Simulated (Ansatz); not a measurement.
Geometry optimisation, UKS PBE0/def2-SVP (Ansatz 0.2.0).

Input:

```yaml
crystal:
  periodic: [false, false, false]
  atoms:
    - { symbol: "N", position_ang: [-0.8381, 1.513, 0.3059] }
    - { symbol: B, position_ang: [-0.0769, 0.2682, 0.3098] }
    - { symbol: "N", position_ang: [0.3543, -0.326, 1.6192] }
    - { symbol: Si, position_ang: [0.4658, -0.5856, -1.3699] }
    - { symbol: H, position_ang: [-1.8189, 1.3167, -0.1279] }
    - { symbol: H, position_ang: [-1.0491, 1.8623, 1.2837] }
    - { symbol: H, position_ang: [1.4554, -0.3957, 1.5995] }
    - { symbol: H, position_ang: [0.0507, -1.2843, 1.6726] }
    - { symbol: H, position_ang: [-0.1578, 0.1939, -2.4457] }
    - { symbol: H, position_ang: [-0.1651, -1.9547, -1.3584] }
    - { symbol: H, position_ang: [1.8451, -0.6649, -1.4683] }
magnetization:
  spin_polarized: true
basis:
  gaussian: { orbitals: def2-SVP }
hamiltonian:
  xc: pbe0
relax:
  f_tol: 0.02
  max_steps: 50
```

Run as:

```bash
$ ansatz run input.yaml --threads 2 --pin off --max-ram 3072MiB --backend cpu --events-out ev --progress --plain --runs-dir out
```

**Question.** Where does it end, and by what steps?

**Answer.** The run converged. After 12 steps the energy has fallen by 1.769 eV; H8 moved furthest, 1.46 Å.

| step | energy less start (eV) | largest force component (eV/Å) | accepted |
| --- | --- | --- | --- |
| 0 | 0.0000 | 2.916 | yes |
| 1 | -0.6920 | 1.996 | yes |
| 2 | -0.9540 | 1.934 | yes |
| 3 | -1.1378 | 0.802 | yes |
| 4 | -1.2633 | 1.693 | yes |
| 5 | -1.4443 | 1.052 | yes |
| 6 | -1.5734 | 0.709 | yes |
| 7 | -1.6589 | 1.141 | yes |
| 8 | -1.7356 | 0.269 | yes |
| 9 | -1.7621 | 0.273 | yes |
| 10 | -1.7613 | 0.206 | no |
| 11 | -1.7679 | 0.048 | yes |
| 12 | -1.7687 | 0.011 | yes |

```xyz
11
Properties=species:S:1:pos:R:3
N -1.103 1.130 0.477
B -0.093 0.146 0.385
N 0.540 -0.384 1.531
Si 0.425 -0.554 -1.455
H -1.554 1.529 -0.332
H -1.435 1.517 1.352
H 1.272 -1.077 1.485
H 0.318 -0.101 2.478
H -0.061 0.342 -2.558
H -0.153 -1.914 -1.721
H 1.911 -0.692 -1.622
```

Run time: 35 s on 2 threads of Arm Neoverse V2, on a shared host, peak memory 0.25 GiB.
